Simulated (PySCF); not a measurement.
One of the candidates below gave these computed data.

All candidates are C3H12N2Si3.

* NMR, other nuclei: isotropic shieldings of nuclei other than C and H, by class: -91 (1 N), 278 (1 N), 381 (1 Si), 398 (2 Si) ppm [GIAO PBE0/pcSseg-1]
* 1H NMR: chemical shifts (computed TMS as zero) by class: 4.95 (1 H), 4.77 (6 H), 1.28 (3 H), 1.22 (1 H), 1.19 (1 H) ppm [GIAO PBE0/pcSseg-1]
* Rotational structure: rotational constants A, B, C: 1.423, 0.902, 0.605 GHz [GFN2-xTB]
* 13C NMR: chemical shifts (computed TMS as zero) by class: 126.9 (1 C), 9.3 (1 C), 8.1 (1 C) ppm [GIAO PBE0/pcSseg-1]
* Dipole: 3.80 D [PBE0/pcSseg-1]

Electronic properties: PySCF, gas phase, density fitting. Levels stand in brackets. Geometry: GFN2-xTB, one conformer, isolated molecule. NMR values are class means; diastereotopic atoms form classes of their own.

Question: Which candidate is it?
A. `CC[Si@H](C#N)N([SiH3])[SiH3]`
B. `CN[Si]([SiH3])([SiH3])CC#N`
C. `[H]/N=C\[C@H]1C[SiH2]N[SiH2][SiH2]1`

Answer: A. It is `CC[Si@H](C#N)N([SiH3])[SiH3]`. Numbering: `[CH3:1][CH2:2][Si@H:3]([C:4]#[N:5])[N:6]([SiH3:7])[SiH3:8]`. Its formula, C3H12N2Si3, gives 2 degrees of unsaturation: 0 rings and 2 π bonds in the structure found. 3 carbons fall into 3 classes; from least to most shielded: cyano carbon [C4] (126.9 ppm), sp3 carbon bound to silicon [C2] (9.3 ppm), methyl carbon [C1] (8.1 ppm). Hydrogen classes from least to most shielded: 1 H on an SiH silicon, Si3 (4.95 ppm), 6 H on 2 SiH3 silicons, Si7/Si8 (4.77 ppm), 3 H on a methyl carbon, C1 (1.28 ppm, a mean of values up to 0.6 ppm apart in this geometry), 1 H on an sp3 carbon bound to silicon, C2 (1.22 ppm), 1 H on an sp3 carbon bound to silicon, C2 (1.19 ppm). The other shieldings belong to: -91 ppm, cyano nitrogen [N5]; 278 ppm, nitrogen bridging silicon atoms [N6]; 381 ppm, SiH silicon [Si3]; 398 ppm, SiH3 silicon [Si7/Si8]. The optimised geometry has point group C1 and is an asymmetric top.

The others, at the same levels:
- `CN[Si]([SiH3])([SiH3])CC#N` fails: its computed 13C shifts are 122.4 (1 C), 32.8 (1 C), 4.8 (1 C) ppm, 1H shifts are 3.60 (6 H), 2.64 (3 H), 1.98 (2 H), -0.17 (1 H) ppm and rotational constant A is 1.080 GHz (against 1.423 GHz).
- `[H]/N=C\[C@H]1C[SiH2]N[SiH2][SiH2]1` fails: its computed 13C shifts are 181.0 (1 C), 33.2 (1 C), 13.8 (1 C) ppm, 1H shifts are 10.22 (1 H), 7.73 (1 H), 5.22 (1 H), 5.11 (1 H), 5.06 (1 H), 4.92 (1 H), 3.86 (1 H), 3.64 (1 H), 1.83 (1 H), 1.11 (1 H), 1.02 (1 H), -0.76 (1 H) ppm and rotational constant A is 1.750 GHz (against 1.423 GHz).

Each candidate is one conformer, not necessarily the lowest. Dipoles, sizes and rotational constants follow the conformer. The torsions of the flexible species, by atom-mapped SMILES:
- `[CH3:1][CH2:2][Si@H:3]([C:4]#[N:5])[N:6]([SiH3:7])[SiH3:8]`: C1–C2–Si3–C4 -57°, C2–Si3–N6–Si7 -15°
- `[CH3:1][NH:2][Si:3]([SiH3:4])([SiH3:5])[CH2:6][C:7]#[N:8]`: C1–N2–Si3–Si4 46°, N2–Si3–C6–C7 -171°

The conformers of `[H]/N=C\[C@H]1C[SiH2]N[SiH2][SiH2]1` aren't listed.
